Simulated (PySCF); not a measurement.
## Ca (calcium, neutral): UHF calculation

Configuration: [Ar] 3d1 4s1, high-spin 3D determinant (an excited configuration). Computed with PySCF 2.14 in aug-cc-pVDZ-X2C, with scalar relativity by spin-free X2C-1e.

* Total energy: -679.542047 hartree
* One-electron energy: -931.9896 hartree
* Hartree (Coulomb) energy: 288.0048 hartree
* Exchange energy: -35.5572 hartree
* ⟨S²⟩: 2.0007
* ⟨L²⟩: 6.001
* Sum of ⟨r⟩: 20.65 bohr
* Sum of ⟨r²⟩: 53.95 bohr²
* Traceless quadrupole moment −½Σ⟨3z² − r²⟩ along its main axis: 4.68 e·bohr²
* Langevin diamagnetic susceptibility: -42.7 ×10⁻⁶ cm³/mol

```json
{"shell": "1s α", "electrons": "1", "mean orbital energy (hartree)": "-150.01209", "spread (hartree)": "0", "rms radius, mean of both spins (bohr)": "0.0888"}
{"shell": "1s β", "electrons": "1", "mean orbital energy (hartree)": "-150.01060", "spread (hartree)": "0", "rms radius, mean of both spins (bohr)": "0.0888"}
{"shell": "2s α", "electrons": "1", "mean orbital energy (hartree)": "-16.85600", "spread (hartree)": "0", "rms radius, mean of both spins (bohr)": "0.393"}
{"shell": "2s β", "electrons": "1", "mean orbital energy (hartree)": "-16.84980", "spread (hartree)": "0", "rms radius, mean of both spins (bohr)": "0.393"}
{"shell": "2p α", "electrons": "3", "mean orbital energy (hartree)": "-13.53047", "spread (hartree)": "0.00195", "rms radius, mean of both spins (bohr)": "0.362"}
{"shell": "2p β", "electrons": "3", "mean orbital energy (hartree)": "-13.52636", "spread (hartree)": "0.00587", "rms radius, mean of both spins (bohr)": "0.362"}
{"shell": "3s α", "electrons": "1", "mean orbital energy (hartree)": "-2.18281", "spread (hartree)": "0", "rms radius, mean of both spins (bohr)": "1.24"}
{"shell": "3s β", "electrons": "1", "mean orbital energy (hartree)": "-2.15460", "spread (hartree)": "0", "rms radius, mean of both spins (bohr)": "1.24"}
{"shell": "3p α", "electrons": "3", "mean orbital energy (hartree)": "-1.27268", "spread (hartree)": "0.01120", "rms radius, mean of both spins (bohr)": "1.39"}
{"shell": "3p β", "electrons": "3", "mean orbital energy (hartree)": "-1.24193", "spread (hartree)": "0.02478", "rms radius, mean of both spins (bohr)": "1.39"}
{"shell": "4s α", "electrons": "1", "mean orbital energy (hartree)": "-0.19871", "spread (hartree)": "0", "rms radius, mean of both spins (bohr)": "4.64"}
{"shell": "3d α", "electrons": "1", "mean orbital energy (hartree)": "-0.11561", "spread (hartree)": "0", "rms radius, mean of both spins (bohr)": "4.07"}
```

Densities and radii are taken from the X2C orbitals without a picture-change correction, which distorts them close to the nucleus.

Spin-orbit constants ζ (cm⁻¹) from the X2C one-electron operator on these orbitals: bare nucleus, nucleus screened by l(l+1)(2l+1)/3 electrons, and screened by the Breit-Pauli mean field of the electrons.

```json
{"shell": "2p", "bare": "21430", "screened nucleus": "19280", "mean field": "18300"}
{"shell": "3p", "bare": "2052", "screened nucleus": "1846", "mean field": "1736"}
{"shell": "3d", "bare": "43.81", "screened nucleus": "21.91", "mean field": "15.40"}
```

To first order the Landé constant is A = 7.701 cm⁻¹, so the lowest level has J = 1 and lies 0.00286 eV below the centre of the term. This holds in LS coupling only.
